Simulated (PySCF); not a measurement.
# Fractional electron number in Re+ (rhenium, charge +1)

The 6s alpha orbital of [Xe] 4f14 5d5 6s1 is emptied in steps (occupation f), with all orbitals relaxed, ending at [Xe] 4f14 5d5. Calculation: PySCF 2.14, in def2-TZVP with the def2 core potential (60 electrons) (6s4p3d1f, 40 functions); scalar relativity through the core potential. The exact energy is a straight line in f; departures are measured from the line between the end points of the same method.

```
   f  BHandHLYP (eV)  wB97X (eV)  M06-2X (eV)
   1           0.000       0.000        0.000
0.75          -0.313      -0.061       -0.255
 0.5          -0.417      -0.079       -0.343
0.25          -0.313      -0.057       -0.258
   0           0.000       0.000        0.000
```

| method | E(f=0) − E(f=1) (eV) | −ε at f=1 (eV) | −ε at f=0.5 (eV) |
| --- | --- | --- | --- |
| BHandHLYP | 16.277 | 14.614 | 16.275 |
| wB97X | 16.123 | 15.792 | 16.134 |
| M06-2X | 16.765 | 15.427 | 16.755 |

Orbital energy along the path (eV):

```csv
f,BHandHLYP,wB97X,M06-2X
1,-14.614,-15.792,-15.427
0.75,-15.442,-15.965,-16.073
0.5,-16.275,-16.134,-16.755
0.25,-17.112,-16.286,-17.455
0,-17.950,-16.413,-18.141
```

Reference removal energy between the ground levels: 16.6 ± 0.5 eV (semi-empirical (NIST evaluation); NIST Atomic Spectra Database, ionization energies).
